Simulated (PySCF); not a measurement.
**Excitation energy of Ba⁺ by level of theory**

Ba⁺ [Xe] 6s1 (2S) → Ba⁺ [Xe] 6p1 (2P), as a difference of total energies. Calculation: PySCF 2.14, in aug-cc-pwCVTZ-X2C with one added diffuse shell each of s, p, d, f type (12s11p9d5f, 125 functions); the spin-free X2C one-electron Hamiltonian (Gaussian nucleus). Correlated levels: valence and next inner shell: [Kr] 4d10 frozen. The calculations carry no spin-orbit coupling.

| method | excitation energy (cm⁻¹) |
| --- | --- |
| UHF | 19169 |
| PBE | 19326 |
| PBE0 | 19368 |
| r2SCAN | 18497 |
| r2SCAN0 | 19288 |
| r2SCANh | 18817 |
| MP2 (valence and next inner shell) | 21282 |
| SCS-MP2 (valence and next inner shell) | 20854 |

**Question.** Estimate what M06 gives.

**Answer.** 19161 cm⁻¹, closest to UHF among the rows shown.

**Question.** Estimate what LDA gives.

**Answer.** 20871 cm⁻¹, closest to SCS-MP2 (valence and next inner shell) among the rows shown.

Errors of the correlated levels include the incompleteness of this basis and the frozen core.

For comparison: 21389 cm⁻¹ (measured; NIST levels, between the centres of gravity of the two terms).
